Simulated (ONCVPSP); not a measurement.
**Before and after: ONCV potential for Te (Z = 52)**

* Element: Te (Z = 52)
* Generator: ONCVPSP 4.0.1
* Type: optimised norm-conserving Vanderbilt (ONCV)
* Functional: LDA (Perdew-Wang 92)
* Relativity: non-relativistic
* Frozen core: [Ar] 3d10
* Valence charge: 24
* Reference configuration: 4s2 4p6 4d10 5s2 5p2 (charge +2)
* Partial waves: 4s+5s: rc 1.50 bohr, ncon 4, nbas 8, qcut 10 1/bohr, 3 projectors, debl 0.8 Ha; 4p+5p: rc 1.15 bohr, ncon 3, nbas 7, qcut 12.8 1/bohr, 2 projectors; 4d: rc 1.30 bohr, ncon 4, nbas 8, qcut 10.2 1/bohr, 1 projector
* Local potential: polynomial inside 0.95 bohr (lpopt 5, dvloc0 3 Ha)
* Core correction: polynomial model core, fcfact 0.2

In the s channel the program set the typed energies aside and used -6.283, -1.161, 0.250 Ha.

Change: s: qcut 12; p: qcut 15.4; d: qcut 12.3.

Cutoffs: the cutoffs (Ha) at which the residual kinetic energy of the hardest occupied pseudo-wave falls to 1 and 0.1 mHa per electron; they do not see the model core or the augmentation charge, which bear on the density cutoff. Errors are all-electron minus pseudo energies relative to the spin-unpolarised reference configuration.

Q: Predict the effect on cutoff, ghosts and configuration errors.

A: The potential gets harder (54 Ha and 64 Ha → 73 Ha and 86 Ha); the errors of the 4 common tests hardly move; neither file shows a bound ghost.

| quantity | base | changed |
| --- | --- | --- |
| cutoff, loose | 54 Ha | 73 Ha |
| cutoff, tight | 64 Ha | 86 Ha |
| loose cutoff by channel | s 32 Ha, p 54 Ha, d 44 Ha | s 42 Ha, p 73 Ha, d 52 Ha |
| bound ghosts | none | none |
| GHOST(+) flags under 300 eV | none | none |
| error for 4s2 4p6 4d10 5s2 5p4, meV [ΔE -28.08 eV] | +0.1 | +0.2 |
| error for 4s2 4p6 4d10 5s2 5p3, meV [ΔE -18.14 eV] | 0.0 | +0.1 |
| error for 4s2 4p6 4d10 5s2 5p1, meV [ΔE 27.11 eV] | 0.0 | +0.1 |
| error for 4s2 4p6 4d10 5s2 5p3.5, meV [ΔE -24.08 eV] | 0.0 | +0.1 |
| s: phases at 1.52 bohr within 0.05 rad from the reference energy up to (Ha; the scan ends near 5) | to the end of the scan | to the end of the scan |
| p: phases at 1.17 bohr within 0.05 rad from the reference energy up to (Ha; the scan ends near 5) | to the end of the scan | to the end of the scan |
| d: phases at 1.32 bohr within 0.05 rad from the reference energy up to (Ha; the scan ends near 5) | 3.6 | 3.4 |
| rms error of d²Exc/dni dnj with the model core, mHa | 0.94 | 0.56 |
